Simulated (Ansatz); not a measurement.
Geometry optimisation, RKS PBE0/def2-SVP (Ansatz 0.2.0).

Input file:

```yaml
crystal:
  periodic: [false, false, false]
  atoms:
    - { symbol: Ge, position_ang: [0.0, 0.0, 0.0] }
    - { symbol: H, position_ang: [0.9646, 0.0, 1.4601] }
    - { symbol: F, position_ang: [1.8114, 0.0, 0.5034] }
    - { symbol: H, position_ang: [-0.73, 1.2648, -0.5162] }
    - { symbol: Cl, position_ang: [-1.0456, -1.8115, -0.7393] }
basis:
  gaussian: { orbitals: def2-SVP }
hamiltonian:
  xc: pbe0
relax:
  f_tol: 0.15
  max_steps: 25
  restrain:
    - { distance: [1, 2], at: 2.12, k: 30.0 }
    - { distance: [0, 1], at: 1.55, k: 30.0 }
    - { distance: [0, 2], at: 1.68, k: 30.0 }
```

Launched with:

```bash
$ ansatz run input.yaml --threads 1 --pin off --max-ram 2048MiB --backend cpu --events-out ev --progress --plain --runs-dir out
```

Problem. Where does it end, and by what steps?

Solution. It converged. The restraints hold the end off the free minimum. After 5 steps the energy has fallen by 3.349 eV (the restraints' own energy left out); F3 moved furthest, 0.56 Å.

```csv
step,energy less start (eV),largest force component (eV/Å),accepted
0,0.0000,3.741,yes
1,-1.4664,2.678,yes
2,-2.5069,1.988,yes
3,-3.2852,1.354,yes
4,-3.3502,1.455,yes
5,-3.3488,1.574,yes
```

```xyz
5
Properties=species:S:1:pos:R:3
Ge 0.107 0.023 0.187
H 0.459 -0.065 1.666
F 1.787 -0.024 -0.057
H -0.532 1.248 -0.467
Cl -0.820 -1.729 -0.620
```

Time of the run: 13 s on 1 thread of Intel(R) Xeon(R) Platinum 8488C (Sapphire Rapids) (shared host), peak memory 0.17 GiB.
